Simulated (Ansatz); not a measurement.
`C[SiH2]N(C)[SiH3]` and `[BH2][AlH][N](C)[SiH3]` differ in one atom or group.

Ansatz, PBE0-D4/def2-TZVP geometries, multiplicity 1. Each molecule was computed in one conformer, which needn't be the lowest.

```json
{"property": "HOMO–LUMO gap (ωB97M-V/def2-TZVPP) / eV", "`C[SiH2]N(C)[SiH3]`": "11.25"}
{"property": "HOMO energy (PBE/def2-TZVPP) / eV", "`C[SiH2]N(C)[SiH3]`": "-5.64"}
{"property": "size of the dipole moment (ωB97M-V/def2-TZVPP) / D", "`C[SiH2]N(C)[SiH3]`": "1.24"}
{"property": "HOMO energy (ωB97M-V/def2-TZVPP) / eV", "`C[SiH2]N(C)[SiH3]`": "-9.21"}
{"property": "size of the dipole moment (B3LYP/def2-TZVPP) / D", "`C[SiH2]N(C)[SiH3]`": "1.22"}
{"property": "LUMO energy (PBE/def2-TZVPP) / eV", "`C[SiH2]N(C)[SiH3]`": "-0.46"}
```

Give the same properties after the change, and the shifts. (Estimate.)

Computed: 
```json
{"property": "HOMO–LUMO gap (ωB97M-V/def2-TZVPP) / eV", "`[BH2][AlH][N](C)[SiH3]`": "8.97", "shift": "-2.28"}
{"property": "HOMO energy (PBE/def2-TZVPP) / eV", "`[BH2][AlH][N](C)[SiH3]`": "-5.93", "shift": "-0.29"}
{"property": "size of the dipole moment (ωB97M-V/def2-TZVPP) / D", "`[BH2][AlH][N](C)[SiH3]`": "1.16", "shift": "-0.08"}
{"property": "HOMO energy (ωB97M-V/def2-TZVPP) / eV", "`[BH2][AlH][N](C)[SiH3]`": "-9.45", "shift": "-0.24"}
{"property": "size of the dipole moment (B3LYP/def2-TZVPP) / D", "`[BH2][AlH][N](C)[SiH3]`": "1.14", "shift": "-0.08"}
{"property": "LUMO energy (PBE/def2-TZVPP) / eV", "`[BH2][AlH][N](C)[SiH3]`": "-3.48", "shift": "-3.02"}
```

With PBE0 the HOMO falls by 0.23 eV and the LUMO falls by 2.85 eV, so the gap narrows by about 2.62 eV. PBE moves the HOMO by -0.29 eV and ωB97M-V by -0.24 eV. Dipoles are sizes alone; their direction can turn.

B3LYP here is the variant with VWN-RPA as its local correlation; programs differ in this.
